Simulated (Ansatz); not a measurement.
Energy needed to pull apart InHF (SMILES [F][InH]), doublet, into free ground-state atoms, from the structure below (displaced at random from its PBE0-D4/def2-TZVP minimum); no zero-point or spin–orbit terms; open-shell atoms are treated unrestricted, in their ground-state multiplicity.

```json
{"atom": "F1", "x (Å)": "1.0784", "y (Å)": "1.0247", "z (Å)": "0.7152"}
{"atom": "In2", "x (Å)": "-0.4269", "y (Å)": "0.3543", "z (Å)": "-0.2050"}
{"atom": "H3", "x (Å)": "-0.6153", "y (Å)": "-1.4260", "z (Å)": "-0.5275"}
```

Program: Ansatz 0.2.0. Basis: def2-TZVPP. Cores are frozen in the correlated methods; orbitals are unrestricted. Filled d shells of the heavier atoms are correlated. Core potentials replace the inner electrons of the atoms past krypton. The def2 sets are not built for correlating such inner shells, so the correlated values are less sure here.

```json
{"method": "PBE-D4", "atomization energy (kJ/mol)": "?"}
{"method": "r2SCAN-D4", "atomization energy (kJ/mol)": "?"}
{"method": "PBE0-D4", "atomization energy (kJ/mol)": "595"}
{"method": "wB97M-V", "atomization energy (kJ/mol)": "608"}
{"method": "HF", "atomization energy (kJ/mol)": "408"}
{"method": "MP2", "atomization energy (kJ/mol)": "598"}
{"method": "CCSD", "atomization energy (kJ/mol)": "577"}
{"method": "CCSD(T)", "atomization energy (kJ/mol)": "590"}
```

Problem. What does PBE-D4 give? (An estimate is asked for; the value comes from the calculation.)

Solution. Computed: 621 kJ/mol, which is about 31 kJ/mol more than CCSD(T)/def2-TZVPP.

Problem. What does r2SCAN-D4 give? (To be estimated.)

Solution. By the calculation: 622 kJ/mol, which is about 33 kJ/mol more than CCSD(T)/def2-TZVPP.

In triple zeta the MP2 and coupled-cluster atomization energies are still short of their basis limit by a few kcal/mol a bond, whereas those of the functionals are nearly converged, so these differences are not deviations from converged CCSD(T).

No T1 diagnostic of these runs exceeds 0.021. ⟨S²⟩ of the unrestricted Hartree–Fock references: 0.77 (a pure state has 0.75).

For scale, one of the runs: CCSD(T)/def2-TZVPP forces, 95 basis functions (an equivalent command: `ansatz run in.yaml --threads 2`). Hardware: 2 CPU threads, shared host. Wall time 50 s; peak host memory 1.1 GiB.
